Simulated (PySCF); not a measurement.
## Assigning NMR signals

Atoms are numbered as in `[N:1]#[C:2][C@@:3]([SiH3:4])([CH:5]=[O:6])[CH:7]1[CH2:8][CH2:9][CH2:10]1` (H(Xn): hydrogen on atom n). Ha(C8), Ha(C9), Ha(C10) are cis to C3 on the ring; Hb(C8), Hb(C9), Hb(C10) are trans to C3 on the ring.

PySCF 2.14.0 with density-fitted response routines calculation with coordinates at the GFN2-xTB level and NMR shieldings at PBE0/pcSseg-1/GIAO; relativity neglected, in vacuum, one computed conformer, one averaged value for each set of equivalent atoms.

References, each an isolated molecule treated in the same way: $^{13}$C and $^{1}$H against TMS.

Question: Assign these signals to the numbered atoms. $^{13}$C{$^{1}$H} NMR (computed): δ 200.8 (CH), 123.0 (C), 51.3 (C), 33.3 (CH), 28.0 (CH2), 25.2 (CH2), 17.2 (CH2).

Answer: 
```tsv
δ (ppm)	atoms	environment	reason
200.8	C5	aldehyde carbonyl carbon	low-lying n→π* states of the double bond to the heteroatom give a large paramagnetic term (-259 ppm)
123.0	C2	nitrile carbon	this is the usual window of a C≡N carbon, which has no attached hydrogen
51.3	C3	fully substituted sp3 carbon bonded to Si, α to a carbonyl	α to the electron-withdrawing carbonyl group
33.3	C7	sp3 CH in a ring	a saturated carbon with 3 carbon neighbours and no heteroatom attached
28.0	C8	sp3 CH2 in a ring	aliphatic region, no heteroatom directly attached
25.2	C10	sp3 CH2 in a ring	–
17.2	C9	sp3 CH2 in a ring	–
```

Question: Assign these signals to the numbered atoms. $^{1}$H NMR (500 MHz, computed): δ 9.94 (s, 1H), 3.93 (s, 3H), 3.30 (m, 1H), 2.41 (m, 1H), 2.27 (m, 1H), 2.18 (m, 1H), 2.15 (m, 1H), 2.04 (m, 1H), 1.95 (m, 1H).

Answer: 
| δ (ppm) | atoms | environment | reason |
| --- | --- | --- | --- |
| 9.94 | H(C5) | hydrogen on an aldehyde carbonyl carbon | the C=O anisotropy and electron withdrawal place aldehyde protons far downfield |
| 3.93 | H(Si4) | hydrogen on a silicon bonded to C | – |
| 3.30 | H(C7) | hydrogen on an sp3 CH in a ring | – |
| 2.41 | Hb(C8) | hydrogen on an sp3 CH2 in a ring | – |
| 2.27 | Ha(C10) | hydrogen on an sp3 CH2 in a ring | – |
| 2.18 | Hb(C10) | hydrogen on an sp3 CH2 in a ring | – |
| 2.15 | Ha(C8) | hydrogen on an sp3 CH2 in a ring | – |
| 2.04 | Hb(C9) | hydrogen on an sp3 CH2 in a ring | – |
| 1.95 | Ha(C9) | hydrogen on an sp3 CH2 in a ring | far from electronegative atoms and π systems |

Ha(C10) and Hb(C10); Hb(C10) and Ha(C8); Ha(C8) and Hb(C9); Hb(C9) and Ha(C9) lie closer than the usual error of such a calculation, so a measured spectrum could show them in the other order.

Shifts are as computed. Against solution values, carbons near 30 ppm lie about +3 ppm off and those near 130 ppm about +5 ppm. Of 1309 compounds with measured shifts, 239 miss one by over three times the rms of a fit or turn the order of signals round; such compounds aren't used in these exercises. No couplings were computed; multiplicities are counted from neighbouring protons, with m where these are inequivalent, close in shift, in a saturated or five-membered ring or joined by F or P, and br s for small geminal =CH2 splittings.
